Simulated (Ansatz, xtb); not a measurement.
# BClGaH3Si: which of two structures lies lower

We compare I, a singlet given by its coordinates, with II, a singlet given by its coordinates. Both are isolated molecules in the gas phase, relaxed with B3LYP/6-31G*.

I (Å):

```yaml
atoms:
  - { symbol: B, position_ang: [-1.7241, 0.1841, 0.3765] }
  - { symbol: Cl, position_ang: [-1.6316, 1.4924, 3.5891] }
  - { symbol: Ga, position_ang: [-1.1109, 3.7913, 2.1650] }
  - { symbol: Si, position_ang: [-0.6551, 1.2569, 1.6187] }
  - { symbol: H, position_ang: [-1.2047, -0.1950, -0.6338] }
  - { symbol: H, position_ang: [-2.9056, 0.0520, 0.4945] }
  - { symbol: H, position_ang: [0.6896, 0.7269, 1.9859] }
```

Close contacts (Å): B1–Si4 1.96, Cl2–Ga3 2.75, Cl2–Si4 2.21, Ga3–Si4 2.63, B1–H5 1.20, B1–H6 1.19, Si4–H7 1.49.

II (Å):

```yaml
atoms:
  - { symbol: B, position_ang: [0.8348, -0.5054, 0.4977] }
  - { symbol: Cl, position_ang: [-3.5459, -1.2982, 0.3293] }
  - { symbol: Ga, position_ang: [-1.8852, 0.0940, 0.4843] }
  - { symbol: Si, position_ang: [0.0728, 1.3191, 0.2589] }
  - { symbol: H, position_ang: [1.8425, -0.6644, 1.1249] }
  - { symbol: H, position_ang: [0.4601, -1.4436, -0.1543] }
  - { symbol: H, position_ang: [0.0575, 2.0154, 1.5943] }
```

Close contacts (Å): B1–Si4 1.99, Cl2–Ga3 2.17, Ga3–Si4 2.32, B1–H5 1.20, B1–H6 1.20, Si4–H7 1.51.

Q: Estimate E(II) − E(I) at the level CCSD(T)/def2-SVP + ΔMP2/def2-TZVPP.

A: Not settled: CCSD(T)/def2-SVP + ΔMP2/def2-TZVPP gives E(II) − E(I) = +1.97 kcal/mol, but this leans on the basis-set step: CCSD(T) alone gives +0.44 kcal/mol.

How the difference moves with the method:

```csv
level,geometry,E(II) − E(I) (kcal/mol),departure from the last row (kcal/mol),"job, with rough time for the two"
B3LYP/6-31G*,B3LYP/6-31G*,+6.90,+4.93,"optimisation, 3 min"
HF/def2-SVP,B3LYP/6-31G*,+9.01,+7.04,part of the CCSD(T) run
MP2/def2-SVP,B3LYP/6-31G*,−2.65,−4.62,part of the CCSD(T) run
CCSD(T)/def2-SVP,B3LYP/6-31G*,+0.44,−1.53,single point
CCSD(T)/def2-SVP + ΔMP2/def2-TZVPP,B3LYP/6-31G*,+1.97,,"single point, 48 s"
```

MP2/def2-SVP puts the two in the other order. CCSD(T)/def2-SVP finds them nearly level. The largest departure from CCSD(T)/def2-SVP + ΔMP2/def2-TZVPP is that of HF/def2-SVP, 7.04 kcal/mol. Levels run at GFN2-xTB geometries aren't shown. The last row adds to CCSD(T) the change of the MP2 difference between the two basis sets, here +1.53 kcal/mol.

With harmonic frequencies from B3LYP/6-31G* (ideal gas, rigid rotor, one conformer each, 298.15 K, 1 atm): on the last row, ΔE + ΔZPE = +1.54, ΔH = +1.63, ΔG = +1.39 kcal/mol.

The correlated steps freeze 20 core orbitals; the filled d shell of Ga is correlated, in a basis made for valence electrons. Codes used: Ansatz 0.2.0; the last row on 1 thread of Intel(R) Xeon(R) Platinum 8259CL CPU @ 2.50GHz (Skylake/Cascade Lake) on a shared host.
